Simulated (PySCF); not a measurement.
C2Hf, SMILES [C]1[C][Hf]1 (connectivity only; charge and spin as stated), neutral, multiplicity 3.

The structure is a stationary point at PBE0-D3(BJ)/def2-TZVP. The multiplicity is an assumed one; other spin states were not compared. The def2 effective core potentials stand for the cores of Hf; spin–orbit coupling is left out.

Two levels are set side by side: PBE/def2-TZVPD (PySCF) and PBE0/def2-TZVPD (PySCF). Same geometry, gas phase. Differences are taken from unrounded values.

```tsv
quantity	PBE0
α-spin orbital gap (eV)	2.55
β-spin orbital gap (eV)	4.39
dipole moment (D)	5.64
mean polarisability (bohr³)	105.1
```

Q: What does PBE give, and how far is it from PBE0? (The exact figures need the calculation; the answer reports its results.)

A: 
```
quantity                       PBE  PBE minus PBE0
---------------------------  -----  --------------
α-spin orbital gap (eV)       0.40           -2.16
β-spin orbital gap (eV)       2.65           -1.74
dipole moment (D)             5.13           -0.51
mean polarisability (bohr³)  102.6            -2.4
```

Rough cost on one machine, each run with all the roots and properties that it gave: PBE0 against PBE within a factor of 2.
